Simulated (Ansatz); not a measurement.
C₄H₁₀N₂Si (`C=C[Si](N)(N)C=C`), relaxed with RKS PBE-D4/def2-SVP in the Gaussian-basis code of Ansatz from a rough embedded geometry. The force threshold is 0.03 eV/Å; the program also tests the step.

Total charge 0; spin multiplicity 1.

Start:

```xyz
17

C    -1.143   -2.132   -1.193
C    -0.253   -1.053   -1.110
Si   -0.237    0.309    0.123
N    -0.621   -0.272    1.563
N    -1.649    1.232   -0.056
C     1.246    1.337    0.119
C     2.477    0.943    0.402
H    -1.907   -2.206   -0.473
H    -0.972   -2.865   -1.960
H     0.544   -0.994   -1.873
H    -0.657    0.521    2.237
H     0.223   -0.798    1.948
H    -1.826    1.350   -1.011
H    -2.353    0.658    0.345
H     1.047    2.351   -0.124
H     2.770   -0.067    0.668
H     3.310    1.687    0.395
```

(1) How much energy does the relaxation release, and in how many steps? (An estimate is asked.)

(2) Which bonds change most? (Best estimate.)

(3) Give the relaxed structure. (An estimate is asked.)

Results:

(1) Ansatz gave: 152.59 kJ/mol, in 16 steps, 1 of them rejected.

(2) The calculation gave: Si3–N4 from 1.599 to 1.751 Å; Si3–C6 from 1.804 to 1.885 Å; Si3–N5 from 1.696 to 1.750 Å; C1–H8 from 1.053 to 1.105 Å.

(3) The calculation gave: 
```xyz
17

C    -0.649   -2.311   -0.837
C    -0.128   -1.078   -1.007
Si   -0.386    0.338    0.211
N    -0.927   -0.421    1.693
N    -1.640    1.498   -0.169
C     1.199    1.355    0.292
C     2.401    0.923   -0.142
H    -1.241   -2.558    0.063
H    -0.523   -3.118   -1.581
H     0.440   -0.881   -1.937
H    -1.246    0.210    2.435
H    -0.341   -1.159    2.092
H    -1.392    2.256   -0.810
H    -2.566    1.131   -0.409
H     1.153    2.356    0.765
H     2.525   -0.067   -0.616
H     3.321    1.526   -0.043
```
